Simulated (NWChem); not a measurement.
System meant: Si2H5O cation

Input file for NWChem:

```
start job
memory heap 200 mb stack 900 mb global 1100 mb
charge 1
geometry units angstroms noautoz
  Si     0.003501     1.691948    -0.000533
  O      0.028555     0.128321    -0.005185
  Si    -0.000013    -1.624480    -0.000110
  H     -1.301007     2.381055     0.007180
  H      1.287730     2.417594    -0.004735
  H      1.073950    -2.004841     0.944955
  H     -1.362522    -1.982089     0.454929
  H      0.279491    -1.978275    -1.410514
end
basis spherical
  Si library def2-svp
  O library def2-svp
  H library def2-svp
end
dft
  xc pbe0
  iterations 4
  mulliken
end
task dft energy
```

End of the output:

```
    Atom       Charge   Shell Charges
 -----------   ------   -------------------------------------------------------
    1 Si  14    13.12   2.00  1.94  0.70  0.34  5.81  1.15  0.78  0.40
    2 O    8     8.27   1.97  0.89  0.59  2.75  2.06  0.01
    3 Si  14    13.41   2.00  1.93  0.68  0.34  5.81  1.25  1.05  0.34
    4 H    1     1.02   0.61  0.37  0.03
    5 H    1     1.02   0.61  0.37  0.03
    6 H    1     1.06   0.63  0.40  0.03
    7 H    1     1.06   0.63  0.40  0.03
    8 H    1     1.05   0.63  0.40  0.03

 center of mass
 --------------
 x =   0.00126487 y =   0.03077152 z =   0.00003523

 moments of inertia (a.u.)
 ------------------
         645.489733166133          -0.000000000000          -0.000000000000
          -0.000000000000          34.327282701087           0.000000000000
          -0.000000000000           0.000000000000         657.577147791794

     Multipole analysis of the density
     ---------------------------------

     L   x y z        total         alpha         beta         nuclear
     -   - - -        -----         -----         ----         -------
     0   0 0 0      1.000000    -20.000000    -20.000000     41.000000

     1   1 0 0     -0.021956     -0.010978     -0.010978      0.000000
     1   0 1 0      1.632398      0.816199      0.816199      0.000000
     1   0 0 1      0.003409      0.001704      0.001704      0.000000

     2   2 0 0    -22.089433    -22.550421    -22.550421     23.011410
     2   1 1 0     -0.034871     -0.015454     -0.015454     -0.003963
     2   1 0 1      0.002130     -0.000312     -0.000312      0.002753
     2   0 2 0     -7.521100   -183.232667   -183.232667    358.944234
     2   0 1 1      0.021461      0.009540      0.009540      0.002381
     2   0 0 2    -21.046882    -16.039995    -16.039995     11.033109

 ------------------------------------------------------------------------
 dft energy failed                                                                                  0
 ------------------------------------------------------------------------
 ------------------------------------------------------------------------
  current input line :
    24: task dft energy
 ------------------------------------------------------------------------
 ------------------------------------------------------------------------
 This type of error is most commonly associated with calculations not reaching convergence criteria
 ------------------------------------------------------------------------
 For more information see the NWChem manual at https://nwchemgit.github.io

0:dft energy failed:Received an Error in Communication
```

Find the fault in this run and fix the input.

Convergence was not reached. Cause: the SCF was allowed too few iterations. This input runs:
```
start job
memory heap 200 mb stack 900 mb global 1100 mb
charge 1
geometry units angstroms noautoz
  Si     0.003501     1.691948    -0.000533
  O      0.028555     0.128321    -0.005185
  Si    -0.000013    -1.624480    -0.000110
  H     -1.301007     2.381055     0.007180
  H      1.287730     2.417594    -0.004735
  H      1.073950    -2.004841     0.944955
  H     -1.362522    -1.982089     0.454929
  H      0.279491    -1.978275    -1.410514
end
basis spherical
  Si library def2-svp
  O library def2-svp
  H library def2-svp
end
dft
  xc pbe0
  iterations 150
  mulliken
end
task dft energy
```
It converges to -656.38772 Ha (PBE0/def2-SVP).
